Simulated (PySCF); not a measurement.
Se(NH2)(SH) (H3NSSe), SMILES N[Se]S. The structure is a stationary point at B3LYP-D3(BJ)/def2-TZVP. One conformer was computed; it need not be the lowest.

Computed equilibrium geometry at B3LYP-D3(BJ)/def2-TZVP (PySCF confirms it by a frequency run) as Cartesian coordinates in Å (one conformer of several):
```xyz
6

Se     0.5948     0.1053     0.1616
N      0.4302    -1.7359     0.1165
H      0.5805    -2.1503     1.0261
H      1.0281    -2.1516    -0.5845
S     -1.4271     0.7568    -0.4686
H     -2.0098     0.7637     0.7452
```
Charge 0, spin multiplicity 1.
